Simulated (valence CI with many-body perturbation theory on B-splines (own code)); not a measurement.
**Hf XXXIV: calculated level list**

Calculated by relativistic CI+MBPT: three valence electrons over a frozen Dirac-Fock core [Kr], a basis of 9 s, 9 p, 10 d, 8 f, 5 g, 3 h, 1 i functions for each j, with the one-electron correlation potential Σ1 (screened to all orders), the two-electron term Σ2, the three-electron term Σ3, Breit, model QED; selected single and double excitations, second order for the rest (own B-spline code, finite nucleus).

The last digits are not significant, and no measured levels were compared; by estimate large intervals hold to a few tenths of a per cent, small ones and those within an open d or f shell to about a per cent. Only levels of the ground parity were solved; by the run's estimate the other parity begins above the list, which can be wrong where configurations are misplaced.

Levels 1 to 19 of 19, with energies above the lowest level, (4d3/2^3) J=3/2. "Leading %" is the weight of the configuration and term that name the level; weights of strongly mixed levels are sums over their largest components and can fall short. In the jj column 3d3/2^4 stands for four electrons in 3d with j = 3/2.

| No. | Configuration | Term | J | E (cm⁻¹) | Leading % | Second component | g | Leading jj |
| --- | --- | --- | --- | --- | --- | --- | --- | --- |
| 1 | 4d3 | 4F | 3/2 | 0 | 52 | 35 % 4d3 2D | 0.675 | 4d3/2^3 (96 %) |
| 2 | 4d3 | 4F | 5/2 | 101810 | 85 | 13 % 4d3 2D | 1.051 | 4d3/2^2 4d5/2 (98 %) |
| 3 | 4d3 | 4P | 3/2 | 120970 | 40 | 30 % 4d3 2P | 1.216 | 4d3/2^2 4d5/2 (97 %) |
| 4 | 4d3 | 2G | 7/2 | 130610 | 45 | 41 % 4d3 4F | 1.063 | 4d3/2^2 4d5/2 (93 %) |
| 5 | 4d3 | 2G | 9/2 | 134050 | 42 | 42 % 4d3 2H | 1.057 | 4d3/2^2 4d5/2 (98 %) |
| 6 | 4d3 | 4P | 1/2 | 135770 | 60 | 39 % 4d3 2P | 1.877 | 4d3/2^2 4d5/2 (99 %) |
| 7 | 4d3 | 4P | 5/2 | 194930 | 48 | 32 % 4d3 2D | 1.326 | 4d3/2^2 4d5/2 (87 %) |
| 8 | 4d3 | 4F | 7/2 | 232020 | 58 | 39 % 4d3 2G | 1.095 | 4d3/2 4d5/2^2 (96 %) |
| 9 | 4d3 | 4F | 9/2 | 244340 | 53 | 43 % 4d3 2H | 1.139 | 4d3/2 4d5/2^2 (95 %) |
| 10 | 4d3 | 4P | 3/2 | 257810 | 41 | 39 % 4d3 2D | 1.135 | 4d3/2 4d5/2^2 (99 %) |
| 11 | 4d3 | 2P | 1/2 | 266150 | 60 | 39 % 4d3 4P | 1.452 | 4d3/2 4d5/2^2 (99 %) |
| 12 | 4d3 | 2H | 11/2 | 273460 | 100 |  | 1.087 | 4d3/2 4d5/2^2 (100 %) |
| 13 | 4d3 | 2D | 5/2 | 274010 | 47 | 26 % 4d3 4P | 1.225 | 4d3/2 4d5/2^2 (87 %) |
| 14 | 4d3 | 2D | 5/2 | 293210 | 44 | 40 % 4d3 2F | 1.106 | 4d3/2 4d5/2^2 (96 %) |
| 15 | 4d3 | 2F | 7/2 | 299000 | 83 | 16 % 4d3 2G | 1.101 | 4d3/2 4d5/2^2 (97 %) |
| 16 | 4d3 | 2D | 3/2 | 349020 | 64 | 28 % 4d3 2P | 0.972 | 4d3/2 4d5/2^2 (83 %) |
| 17 | 4d3 | 2G | 9/2 | 372490 | 53 | 32 % 4d3 4F | 1.147 | 4d5/2^3 (97 %) |
| 18 | 4d3 | 2D | 3/2 | 414780 | 59 | 30 % 4d3 2P | 1.051 | 4d5/2^3 (84 %) |
| 19 | 4d3 | 2D | 5/2 | 444080 | 63 | 22 % 4d3 2F | 1.160 | 4d5/2^3 (93 %) |

The ionisation energy to 4d2 3F_2 of the next ion comes out as 1363.6 eV (NIST: 1362 ± 5 eV (theoretical)). All 19 levels together are meant to be complete up to 461840 cm⁻¹.
